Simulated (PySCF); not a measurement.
Input for PySCF: R-BP86/6-31G* on Ge2H8 (a complex), monomers drawn apart or pushed together.

```python
from pyscf import gto, scf, dft, mp
from pyscf.data.elements import chemcore

mol = gto.M(
    atom='''
    Ge    0.10619029    0.02771487    0.00369920
    H    -0.24516692    1.45435130    0.44958240
    H    -1.00348359   -0.93383224    0.45258827
    H     1.43439169   -0.39354651    0.64888922
    H     0.23962156   -0.01694436   -1.52573326
    Ge   -0.27621251   -0.07210828    7.37036532
    H     0.13293533   -1.47550069    6.90085607
    H    -1.61799901    0.30766455    6.72753875
    H     0.79591025    0.94045900    6.94268044
    H    -0.41618344   -0.05999159    8.89982131
    ''',
    basis='6-31g*',
    cart=True,
    charge=0, spin=0, verbose=3, max_memory=1800)
mf = dft.RKS(mol, xc='b88,p86')
mf.conv_tol = 1e-8
mf.max_cycle = 100
mf.kernel()
if not mf.converged:
    mf = mf.newton().run(mf.mo_coeff, mf.mo_occ)
```

The log:

```
converged SCF energy = -4158.74791242893
```

Self-consistency was reached.

Cost: about 2.1 core-seconds (a rough figure).
